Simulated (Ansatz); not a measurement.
One change: `O[B-]1(O)OC(C(F)(F)F)=CC(C(F)(F)F)=[O+]1` becomes `O[B-]1(Cl)OC(C(F)(F)F)=CC(C(F)(F)F)=[O+]1`.

Ansatz, PBE0-D4/def2-TZVP geometries, multiplicity 1. Each molecule was computed in one conformer, which needn't be the lowest.

```csv
property,`O[B-]1(O)OC(C(F)(F)F)=CC(C(F)(F)F)=[O+]1`
size of the dipole moment (ωB97M-V/def2-TZVPP) / D,2.00
HOMO energy (B3LYP/def2-TZVPP) / eV,-8.49
LUMO energy (PBE/def2-TZVPP) / eV,-4.14
HOMO energy (PBE/def2-TZVPP) / eV,-7.16
HOMO–LUMO gap (ωB97M-V/def2-TZVPP) / eV,9.55
HOMO energy (PBE0/def2-TZVPP) / eV,-8.68
```

**Question.** Give the same properties after the change, and the shifts. (An estimate is asked.)

**Answer.** Computed: 
```
                                          property  `O[B-]1(Cl)OC(C(F)(F)F)=CC(C(F)(F)F)=[O+]1`  shift
size of the dipole moment (ωB97M-V/def2-TZVPP) / D                                         2.41   0.41
               HOMO energy (B3LYP/def2-TZVPP) / eV                                        -8.47   0.02
                 LUMO energy (PBE/def2-TZVPP) / eV                                        -4.51  -0.37
                 HOMO energy (PBE/def2-TZVPP) / eV                                        -7.32  -0.16
           HOMO–LUMO gap (ωB97M-V/def2-TZVPP) / eV                                         9.32  -0.23
                HOMO energy (PBE0/def2-TZVPP) / eV                                        -8.73  -0.05
```

With PBE0 the HOMO falls by 0.05 eV and the LUMO falls by 0.37 eV, so the gap narrows by about 0.32 eV. PBE moves the HOMO by -0.16 eV and ωB97M-V by -0.14 eV. Dipoles are sizes alone; their direction can turn.

B3LYP here is the variant with VWN-RPA as its local correlation; programs differ in this.
